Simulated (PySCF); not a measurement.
## Computed vibrations of [Pb(NH2)3(H2O)]+

[Pb(NH2)3(H2O)]+ (singlet). PySCF 2.14.0, RKS PBE0, Pb def2-SVP with ECP60, N def2-SVP, H def2-SVP, O def2-SVP; non-relativistic Hamiltonian with scalar-relativistic core potentials where named; density fitting; no spin-orbit coupling. Central differences of gradients.

```xyz
13

Pb    0.0755   -0.0755    0.0895
N     0.8341    1.6910    0.9317
H     1.8385    1.7676    0.7574
H     0.6983    1.6900    1.9456
N    -1.6910   -0.8341    0.9317
H    -1.6900   -0.6983    1.9456
H    -1.7676   -1.8385    0.7574
N     1.1962   -1.1962   -1.2803
H     0.6008   -1.7755   -1.8745
H     1.7755   -0.6008   -1.8745
O    -1.1816    1.1816   -1.5406
H    -1.8406    1.8406   -1.2815
H    -1.1587    1.1587   -2.5062
```

Run from Python with OMP_NUM_THREADS=2. Where DIIS fails, smearing, a level shift and second-order steps follow.
It took 4.4 min on 2 threads of Arm Neoverse V1, on a shared host.

Question: What are the harmonic wavenumbers and infrared intensities?

Answer: Modes are labelled in Cs; negative numbers are unstable modes, those under 60 cm⁻¹ near the noise; a finer grid moves soft modes by up to 10 cm⁻¹.
| cm⁻¹ | km/mol | symmetry |
| --- | --- | --- |
| -204 | – | a'' |
| -112 | – | a'' |
| 59 | 48.1 | a'' |
| 96 | 4.3 | a' |
| 112 | 0.1 | a' |
| 128 | 4.4 | a'' |
| 146 | 9.4 | a' |
| 164 | 38.9 | a'' |
| 187 | 42.6 | a' |
| 199 | 6.9 | a'' |
| 274 | 7.2 | a' |
| 471 | 72.8 | a' |
| 485 | 32.9 | a' |
| 524 | 78.2 | a' |
| 533 | 54.9 | a'' |
| 673 | 95.3 | a' |
| 691 | 4.8 | a'' |
| 734 | 90.2 | a' |
| 847 | 0.3 | a'' |
| 919 | 41.1 | a'' |
| 933 | 36.3 | a' |
| 1514 | 18.8 | a' |
| 1522 | 5.1 | a'' |
| 1539 | 30.9 | a' |
| 1610 | 58.5 | a' |
| 3511 | 110.5 | a'' |
| 3514 | 63.6 | a' |
| 3522 | 61.5 | a' |
| 3621 | 32.3 | a'' |
| 3622 | 73.6 | a' |
| 3640 | 58.4 | a'' |
| 3828 | 152.0 | a' |
| 3928 | 192.2 | a' |

Question: Is this a minimum?

Answer: No: 2 unstable; the lowest moves the atoms so:
```
Pb   0.00  0.00  0.00
N   -0.03  0.01 -0.01
H   -0.05  0.08 -0.10
H    0.06 -0.03  0.01
N    0.01 -0.03  0.01
H   -0.03  0.06 -0.01
H    0.08 -0.05  0.10
N    0.00  0.00  0.00
H    0.01 -0.05  0.04
H   -0.05  0.01 -0.04
O    0.08  0.08  0.00
H    0.17  0.17  0.00
H   -0.66 -0.66  0.00
```
